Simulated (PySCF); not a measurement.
Species: Di(furan-2-yl)(methyl)phosphane, C₉H₉O₂P.
Geometry (PBE0-D3(BJ)/def2-SVP, Å), atoms numbered from 1 in this order:
```xyz
21
C9H9O2P angstrom
C     -0.4165   -2.3879    0.6099
P     -0.4806   -1.6305   -1.0789
C     -1.9157   -0.5406   -0.9043
C     -2.9428   -0.2937   -1.7767
C     -3.8166    0.6327   -1.1322
C     -3.2567    0.8750    0.0880
O     -2.1174    0.1775    0.2353
C      0.8378   -0.3851   -0.9055
C      0.8705    0.9796   -0.7963
C      2.2514    1.3474   -0.7823
C      2.9508    0.1819   -0.8810
O      2.1072   -0.8656   -0.9604
H     -1.1814   -3.1750    0.6807
H      0.5731   -2.8514    0.7353
H     -0.5739   -1.6407    1.4001
H     -3.0499   -0.7319   -2.7668
H     -4.7396    1.0586   -1.5194
H     -3.5506    1.4980    0.9295
H      0.0069    1.6359   -0.7247
H      2.6692    2.3490   -0.7053
H      4.0120   -0.0531   -0.9048
```

Jobs on this species (21 atoms, 94 electrons) with PySCF (density fitting). Hardware of each: one thread, Arm Neoverse V1 (aarch64), no GPU, on a shared host. The host was shared with other jobs, so the times are rough. Peak memory is the resident size of the whole Python process, interpreter and libraries included.

```csv
level and settings,work,basis functions,SCF cycles,wall time,peak memory
"PBE0/pcSseg-1, IEF-PCM dichloromethane","shieldings, ring-centre shieldings",256,?,?,?
"PBE0/pcSseg-1, IEF-PCM tetrahydrofuran","shieldings, ring-centre shieldings",256,14,60 s,1.4 GiB
"PBE0/pcSseg-1, IEF-PCM chloroform","shieldings, ring-centre shieldings, charges and field gradients",256,14,62 s,1.4 GiB
"PBE0-D3(BJ)/def2-SVP, grid level 1",geometry optimisation from a GFN2-xTB start shaken at random,217,99,6.4 min,1.1 GiB
"wB97X-D/pcSseg-1, IEF-PCM chloroform","shieldings, ring-centre shieldings",256,14,84 s,1.5 GiB
"WP04/pcSseg-1, IEF-PCM chloroform","shieldings, ring-centre shieldings",256,16,62 s,1.4 GiB
```

Q: Fill in the missing figures.

A: 
- PBE0/pcSseg-1, IEF-PCM dichloromethane; shieldings, ring-centre shieldings: 60 s, 1.4 GiB, 14 SCF cycles

Q: What do all jobs in the table cost together?

A: About 12 min; the longest takes about 54 % of that, and about 6.4 times as long as the shortest.
